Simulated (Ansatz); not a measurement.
Mulliken charges of `[NH2][Nb]([NH2])(=[S])[Cl]` from PBE/def2-TZVPP in Ansatz (PBE0-D4/def2-TZVP geometry).

```tsv
atom	x (Å)	y (Å)	z (Å)	charge (e)
N1	-1.283	0.854	-0.654	-0.505
Nb2	0.433	-0.049	-0.441	1.035
N3	0.609	-0.826	1.340	-0.505
S4	0.521	-1.640	-1.864	-0.390
Cl5	2.122	1.500	-0.739	-0.321
H6	-1.629	1.570	-0.029	0.158
H7	-1.966	0.651	-1.370	0.184
H8	0.487	-0.307	2.200	0.158
H9	0.794	-1.799	1.539	0.184
```

Question: By hand: the dipole of these point charges (1 e Å = 4.8032 D).

Answer: Σ q r = (-0.492, 0.082, 0.535) e Å, of length 0.731 e Å = 3.51 D.

Question: How does the dipole of the full density compare? (Estimate.)

Answer: Computed: (-0.567, 0.140, 0.656) e Å, 4.22 D; the point charges give 0.83 times that, at 3° from its direction.

Point charges leave out the atoms' own dipoles, such as those of lone pairs, and Mulliken's split depends on the basis, so the two needn't agree.
